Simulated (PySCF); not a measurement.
Shapes and spin states of [OsS3]-

Level of theory: PBE in PySCF with Os def2-SVPD with ECP60, S def2-SVPD; scalar-relativistic core potentials, no spin–orbit coupling; density-fitted integrals.

Relaxations began from a few typed shapes and spin states; open shells are unrestricted. The search is not exhaustive: other isomers or separated fragments can lie lower, and high-lying points may rest on an excited occupation.

```tsv
spin	group	bonds	angles	imaginary modes (cm⁻¹)	ΔE (kJ/mol)	ΔE with ZPE (kJ/mol)
doublet	C2v	Os–S 2.131 Å, Os–S 2.153 Å (×2)	S–Os–S 114.1°, S–Os–S 123.0° (×2)	none	0.0	0.0
quartet	C3v	Os–S 2.181 Å (×3)	S–Os–S 117.9° (×3)	none	55.0	55.1
quartet	D3h	Os–S 2.185 Å (×3)	S–Os–S 120.0° (×3)	57i	56.7	–
```

The lowest minimum found is the doublet C2v: Os–S 2.131 Å, Os–S 2.153 Å (×2); S–Os–S 114.1°, S–Os–S 123.0° (×2).

For the lowest minimum: open d and f shells are described by one determinant, and the ground state may have another occupation or spin. With an element this heavy the missing spin–orbit coupling can shift these numbers.
